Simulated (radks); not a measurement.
Results of a calculation; reference values are marked as such.
Rb XXI, configuration [Ne] 3s2 3p5. Level of theory: scalar-relativistic Kohn-Sham, r2SCAN, spin-unpolarised, spherical densities, finite nucleus; meta-GGA in the generalised Kohn-Sham scheme; Fermi nuclear charge, rms radius 4.2036 fm (a radial shooting solver on a logarithmic mesh with Libxc functionals).

Unscreened Slater integrals over Kohn-Sham orbitals (hartree). Empty in this configuration: 3d.

integral     value
F0(3p,3p)   2.0291
F2(3p,3p)   1.0278
F0(3p,3s)   2.0062
G1(3p,3s)   1.3147
F0(3p,2p)   2.6952
F2(3p,2p)  0.65080
G0(3p,2p)  0.25894
G2(3p,2p)  0.28116
F0(3p,2s)   2.6211
G1(3p,2s)  0.20365
F0(3p,3d)   2.1120
F2(3p,3d)   1.0276
G1(3p,3d)   1.1295
G3(3p,3d)  0.74687
F0(3s,3s)   1.9883
F0(3s,2p)   2.6106
G1(3s,2p)  0.25645
F0(3s,2s)   2.5584
G0(3s,2s)  0.20486
F0(3s,3d)   2.0875
G2(3s,3d)  0.85558
F0(2p,2p)   5.9369
F2(2p,2p)   2.8169
F0(2p,2s)   5.4471
G1(2p,2s)   3.1091
F0(2p,3d)   2.8790
F2(2p,3d)  0.81558
G1(2p,3d)  0.73225
G3(2p,3d)  0.42081
F0(2s,2s)   5.1353
F0(2s,3d)   2.8477
G2(2s,3d)  0.68287
F0(3d,3d)   2.2515
F2(3d,3d)   1.1547
F4(3d,3d)  0.74481

Derived for the open shells (J is the average intra-shell exchange parameter used in DFT+U). 3p: J = F2/5 = 0.2056 hartree.
